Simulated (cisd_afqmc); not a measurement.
Input (X2C-AFQMC/CISD/cc-pwCVTZ-DK; cisd_afqmc is a phaseless AFQMC code with CISD trial states that reads the integrals written by Ansatz): The .json basis holds the Basis Set Exchange's core-valence set for the 3d metal and cc-pVXZ-DK of the same size for its partners.

Ansatz 0.2 input:
```python
import cisd_afqmc

open("ham.yaml", "w").write("""\
crystal:
  periodic: [false, false, false]
  atoms:
    - {symbol: Zn, position_ang: [-0.00000000, -0.00000000, -0.36065419]}
    - {symbol: O, position_ang: [0.00000000, 0.00000000, 1.35245321]}
basis:
  gaussian:
    orbitals: cc-pwCVTZ-DK.json
magnetization: {spin_polarized: false}
correlation: {method: ccsd, frozen_orbitals: {O: 1, Zn: 5}, hamiltonian_folder: ham}
""")
rep = cisd_afqmc.ansatz("ham.yaml")
e_ccsd = rep["correlation"]["coupled_cluster"]["energy"]["hartree"]
out = cisd_afqmc.run("ham", e_ccsd, trial="CISD", walkers=100, populations=8, threads=8, dt=0.005, steps=40, early=36, settle=10, least=32,
    cut=5e-5, rank_cut=2e-4, target=0.0006, seconds=3000, seed=4, memory=12960, gpu=False)
```

Output:

```
WARN ansatz::render: the results are in doubt because among natural orbitals full CI differs from the method by -0.197 eV
orbitals 126, occupied [13], factors 732 of 831, rank of the doubles 680 of 1469
E(HF) = -1869.066925
E(CCSD) on the cut factors = -1870.237403, shift to the whole factors -0.000007
Energy of the trial state on the determinant = -1870.237358
  tau behind 10.8 of longer steps, mean of the populations' last blocks
   2.0  -1870.28123
   4.0  -1870.27731
   6.0  -1870.27689
   8.0  -1870.27679
  10.0  -1870.27695
  12.0  -1870.27859
  14.0  -1870.27872
  16.0  -1870.28146
  18.0  -1870.27775
  20.0  -1870.28460
  22.0  -1870.28238
  24.0  -1870.27643
  26.0  -1870.27568
  28.0  -1870.28145
  30.0  -1870.28502
  32.0  -1870.28008
  34.0  -1870.28373
  36.0  -1870.28153
  38.0  -1870.28486
blocks 1453 (0 outliers left out), error by blocks joined: 1: 0.00061, 2: 0.00068, 4: 0.00076, 8: 0.00083, 16: 0.00083
E(AFQMC/CISD) = -1870.28012 +/- 0.00083
```

 The CCSD(T) runs of this state have a T1 diagnostic of up to 0.028. In a CCSD(T) run of this state the restricted determinant is unstable towards broken spin symmetry.

The run carries these doubts: large difference.
